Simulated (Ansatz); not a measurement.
Species: sum formula ReO$_{2}$H$_{2}$ (charge 0, quartet). The spin state was set by rule; other spins were not relaxed. 
Coordinates optimised at B3LYP-D3(BJ)/def2-TZVP (Ansatz, a first-principles code):
SMILES: [OH][Re][OH]
```xyz
5

Re     0.0246    -0.0045     0.0294
O      1.3628     0.1499    -1.2842
H      1.6081     0.9536    -1.7573
O     -1.5233    -0.2761     1.0641
H     -2.1674     0.3962     1.3148
```
Charge 0, spin multiplicity 4.

Total electronic energies in hartree. Cores are frozen in the correlated levels unless marked. Open shells are spin-unrestricted. No spin-orbit coupling. Frozen are the shells of the preceding noble gas and the d and f shells that filled before the atom's block. In def2 rows, elements after Kr have scalar-relativistic effective core potentials. CBS marks a two-point X^-3 extrapolation of the correlation energy; Hartree-Fock from the larger set. [CCSD(T)-MP2]/basis is that difference in the basis named.

```tsv
level	program	energy (Eh)
HF/def2-TZVPPD	Ansatz	-228.51180
PBE0-D4/def2-TZVPD	Ansatz + dftd4	-229.82135
PBE0/def2-TZVP	Ansatz	-229.81589
PBE0/def2-TZVPD	Ansatz	-229.81915
r2SCAN0-D4/def2-TZVPD	Ansatz + dftd4	-229.87278
r2SCAN0/def2-TZVPD	Ansatz	-229.87209
CAM-B3LYP-D3(BJ)/def2-TZVPD	Ansatz + dftd3	-229.89777
CAM-B3LYP-D4/def2-TZVPD	Ansatz + dftd4	-229.89785
B2GP-PLYP-D4/def2-TZVPD	Ansatz + dftd4	?
B2PLYP/def2-TZVPD	Ansatz	?
PBE-QIDH/def2-TZVPD	Ansatz	-229.58754
CCSD/def2-TZVPP	Ansatz	-229.18942
CCSD(T)/def2-SVPD	Ansatz	-228.90426
CCSD(T)/def2-TZVPPD	Ansatz	-229.22895
RI-MP2/CBS(def2-TZVPPD,def2-QZVPPD)+[CCSD(T)-MP2]/def2-TZVPPD	Ansatz	-229.3174
```

**Question.** What belongs in the gaps?

**Answer.** 
- B2GP-PLYP-D4/def2-TZVPD, energy (Eh): -229.60350
- B2PLYP/def2-TZVPD, energy (Eh): -229.68717
